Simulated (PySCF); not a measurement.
Compound: C₆H₁₃NO.
Z-matrix (Å and degrees, PBE0-D3(BJ)/def2-SVP geometry), rows numbered from 1:
```
C 
N   1  1.4448
C   2  1.3606  1  117.38
O   3  1.2124  2  125.92  1    -0.08
C   2  1.4832  1  122.59  3  -179.72
C   5  1.5289  2  110.28  1    -0.32
C   5  1.5331  2  109.60  1   118.80
C   5  1.5331  2  109.65  1  -119.45
H   1  1.0972  2  106.63  3    -0.27
H   1  1.1008  2  112.15  3  -119.08
H   1  1.1009  2  112.17  3   118.51
H   3  1.1128  2  112.60  1   179.94
H   6  1.0992  5  108.75  2  -179.98
H   6  1.0990  5  112.09  2   -61.18
H   6  1.0990  5  112.12  2    61.23
H   7  1.0994  5  111.95  2    63.17
H   7  1.1003  5  110.37  2   -57.11
H   7  1.1006  5  110.53  2  -176.90
H   8  1.1006  5  110.51  2   177.37
H   8  1.0993  5  111.96  2   -62.69
H   8  1.1003  5  110.38  2    57.62
```

Computed with PySCF at wB97X-D/def2-SVPD, non-relativistic, on one gas-phase PBE0-D3(BJ)/def2-SVP geometry that isn't relaxed in the solvent. The solvent is an IEF-PCM continuum (Bondi radii, 1.10 Å for H, scaled by 1.2), and excitations are vertical TDDFT with non-equilibrium linear response and a frozen core. Only the electrostatic response of the medium enters.

| run | E − E(gas) (kcal/mol) | HOMO (eV) | HOMO–LUMO gap (eV) | dipole (D) | lowest singlet (eV) | static polarisability (au) |
| --- | --- | --- | --- | --- | --- | --- |
| gas | 0.00 | -8.82 | 10.80 | 4.50 | 5.68 | 84.5 |
| P | -3.04 | -8.81 | 10.96 | 5.06 | 5.77 | 94.8 |
| Q | -7.73 | -8.85 | 11.15 | 5.93 | 5.92 | 115.2 |

Task: The runs were made in cyclohexane and dimethylsulfoxide. Which run belongs to which solvent?

Result: P = cyclohexane, Q = dimethylsulfoxide. The dielectric constants are 2.017 (cyclohexane), 46.83 (dimethylsulfoxide), and the energy falls further as ε rises. The optical constants n² used for the excitations are 2.04, 2.19 in the same order. In this model the ground state sees the solvent through ε alone.

Task: How constant is the ratio of the lowering to (ε − 1)/(2ε + 1)?

Result: 
```tsv
solvent	(ε − 1)/(2ε + 1)	E − E(gas) (kcal/mol)	ratio (kcal/mol)	polarisation term (kcal/mol)
cyclohexane	0.202	-3.04	-15.1	-3.32
dimethylsulfoxide	0.484	-7.73	-16.0	-9.60
```

The ratio changes by +6.0 % in size from cyclohexane to dimethylsulfoxide. The polarisation term is half the interaction of the solute with the induced surface charges.

Note: wB97X-D ran without an empirical dispersion term, which enters the total energy and its gradient alone.
